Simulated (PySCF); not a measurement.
## How methods differ on the excitation energy of Be

Be [He] 2s2 (1S) → Be [He] 2s1 2p1 (3P), as a difference of total energies. All numbers are calculated (PySCF 2.14, no relativity, point nucleus, in def2-TZVPPD (5s4p1d, 22 functions)). Correlated levels: valence and next inner shell: nothing frozen. The calculations carry no spin-orbit coupling.

| method | excitation energy (eV) |
| --- | --- |
| UHF | 1.635 |
| MP2 (valence and next inner shell) | 2.304 |
| SCS-MP2 (valence and next inner shell) | 2.486 |
| CCSD (valence and next inner shell) | 2.745 |
| CCSD(T) (valence and next inner shell) | 2.752 |
| CCSDT (valence and next inner shell) | 2.752 |

Question: How much does correlation contribute at CCSD(T) (valence and next inner shell)?

Answer: 2.752 − (1.635) = 1.117 eV, measured against UHF.

Errors of the correlated levels include the incompleteness of this basis.

For comparison: 2.725 eV (measured; NIST levels, between the centres of gravity of the two terms).
